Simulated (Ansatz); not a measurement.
`[CH3][Al]([F])[O][GeH3]` + `C[SiH2]C#N` → `C[SiH]([GeH3])C#N` + `[CH3][Al]([OH])[F]`  (formal exchange of groups at a Ge–O bond)

Gas-phase electronic energies from Ansatz, PBE0-D4/def2-TZVP geometries. CCSD(T)/CBS is the MP2 limit (def2-TZVPP, def2-QZVPP) plus CCSD(T) − MP2 in def2-TZVPP, frozen cores. Functionals use def2-TZVPP. For Ge outer-core shells are correlated without core-valence functions, which leaves a few kJ/mol of doubt a bond. Scalar relativity is left out up to krypton. One conformer a species, not always the lowest.

CCSD(T)/CBS gives +4.0 kcal/mol.

Problem. Another level gave +0.5 kcal/mol. Which?
A. SCS-MP2/def2-TZVPP
B. PBE/def2-TZVPP
C. r2SCAN/def2-TZVPP
D. ωB97X-V/def2-TZVPP

Solution. B. PBE 0.5, ωB97X-V 5.2, r2SCAN 3.3, SCS-MP2/def2-TZVPP 7.7 kcal/mol.

Largest T1 diagnostic among the species: 0.012.

The D4 term adds −1.0 kcal/mol with B3LYP and −0.6 kcal/mol with PBE0; it sums over pairs of atoms, weighted by their polarisabilities, and B3LYP, whose exchange is more repulsive, gets the larger term. In def2-TZVPP, CCSD(T) changes the Hartree–Fock value by −6.6 kcal/mol (the triples alone add −0.6 kcal/mol) and MP2 by −6.3 kcal/mol.

B3LYP here is the variant with VWN-RPA as its local correlation; programs differ in this.
